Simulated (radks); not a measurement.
These are the eigenvalues of the occupied orbitals of an atom or ion with whole-number occupations (eV). All-electron calculation, Dirac Kohn-Sham, exchange-only PBE, spin-unpolarised, spherical densities, finite nucleus; Fermi nuclear charge, rms radius of each element as measured or else 0.836 A^(1/3) + 0.57 fm. Program: a radial shooting solver on a logarithmic mesh with Libxc functionals.

orbital  eigenvalue
1s1/2     -10247.47
2s1/2     -1280.970
2p1/2     -1136.286
2p3/2     -1108.618
3s1/2     -167.0234
3p1/2     -120.2772
3p3/2     -116.6485
3d3/2      -38.3987
3d5/2      -37.9333
4s1/2      -25.4192

Which element is it, and in what charge state? The configuration may be excited. Open shells, if any, fill j = l - 1/2 first.

Answer. Z = 31, gallium, charge +2: Ga2+ in [Ar] 3d10 4s1. The list shows which subshells hold electrons but not how many an open one holds; the 1s level, -376.59 hartree, gives Z - s = 27.4 by -(Z - s)^2/2, which with screening and relativity narrows Z to a few neighbours, and the depths of the outer levels then fix element, charge and occupations together.
